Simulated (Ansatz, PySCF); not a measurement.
C₆H₆, SMILES C=C1C=CC=C1. Atoms are numbered in the order given.

```xyz
12

C      0.0000     0.0000     2.1012
C      0.0000     0.0000     0.7566
C      0.0000    -1.1773    -0.1237
C      0.0000    -0.7349    -1.4037
C      0.0000     0.7349    -1.4037
C      0.0000     1.1773    -0.1237
H      0.0000     0.9345     2.6687
H      0.0000    -0.9345     2.6687
H      0.0000    -2.2102     0.2233
H      0.0000    -1.3542    -2.3018
H      0.0000     1.3542    -2.3018
H      0.0000     2.2102     0.2233
```

Coordinates come from a PBE0-D3(BJ)/def2-SVP optimisation.

Two levels are set side by side: PBE-D3(BJ)/def2-SVP (Ansatz, a program for electronic structure) and PBE0-D3(BJ)/def2-SVP (Ansatz). Each level has its own optimised geometry; the coordinates shown are those of the second. Frequencies come from the Hessian of PySCF at each geometry. Differences are taken from unrounded values.

| quantity | PBE0-D3(BJ) |
|---|---|
| mean bond length (Å) | 1.251 |
| bond C1–C2 (Å) | 1.345 |
| bond C2–C3 (Å) | 1.470 |
| bond C2–C6 (Å) | 1.470 |
| bond C3–C4 (Å) | 1.354 |
| bond C4–C5 (Å) | 1.470 |
| bond C5–C6 (Å) | 1.354 |
| bond C1–H7 (Å) | 1.093 |
| bond C1–H8 (Å) | 1.093 |
| bond C3–H9 (Å) | 1.090 |
| bond C4–H10 (Å) | 1.091 |
| bond C5–H11 (Å) | 1.091 |
| bond C6–H12 (Å) | 1.090 |
| highest harmonic wavenumber (cm⁻¹) | 3273 |
| mean harmonic wavenumber (cm⁻¹) | 1442 |
| zero-point energy (kcal/mol) | 61.86 |

What does PBE-D3(BJ) give, and how far is it from PBE0-D3(BJ)? (The exact figures need the calculation; the answer reports its results.)


```
quantity                            PBE-D3(BJ)  PBE-D3(BJ) minus PBE0-D3(BJ)
----------------------------------  ----------  ----------------------------
mean bond length (Å)                     1.260                         0.009
bond C1–C2 (Å)                           1.357                         0.012
bond C2–C3 (Å)                           1.476                         0.006
bond C2–C6 (Å)                           1.476                         0.006
bond C3–C4 (Å)                           1.367                         0.013
bond C4–C5 (Å)                           1.476                         0.006
bond C5–C6 (Å)                           1.367                         0.013
bond C1–H7 (Å)                           1.101                         0.008
bond C1–H8 (Å)                           1.101                         0.008
bond C3–H9 (Å)                           1.097                         0.008
bond C4–H10 (Å)                          1.099                         0.008
bond C5–H11 (Å)                          1.099                         0.008
bond C6–H12 (Å)                          1.097                         0.008
highest harmonic wavenumber (cm⁻¹)        3178                           -95
mean harmonic wavenumber (cm⁻¹)           1393                           -49
zero-point energy (kcal/mol)             59.76                         -2.10
```

Exact exchange shortens and stiffens bonds; PBE has none. Differences between two approximate levels are no errors against the true value.
